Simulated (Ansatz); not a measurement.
Cl2Zn (SMILES [Cl][Zn][Cl]) moved off its minimum; all values from Ansatz (a program for electronic structure), cores frozen in correlated methods.
(charge 0, multiplicity 1)
```xyz
3

Zn    -0.0388    -0.0143     0.0453
Cl    -0.0611     0.0669    -1.9941
Cl     0.1143    -0.0257     1.9652
```

Forces at HF/def2-TZVPP (eV/Å):

| atom | Fx | Fy | Fz |
|---|---|---|---|
| Zn1 | -0.246 | 0.023 | -3.185 |
| Cl2 | -0.075 | 0.036 | -1.616 |
| Cl3 | 0.322 | -0.059 | 4.801 |

Question: Give the forces (eV/Å), the total energy and the dipole at CCSD(T)/def2-TZVPPD.

Answer: 
| atom | Fx | Fy | Fz |
|---|---|---|---|
| Zn1 | -0.187 | 0.041 | -2.931 |
| Cl2 | -0.067 | 0.012 | -0.985 |
| Cl3 | 0.253 | -0.052 | 3.917 |
Energy -2697.8289 hartree, dipole 0.50 D.
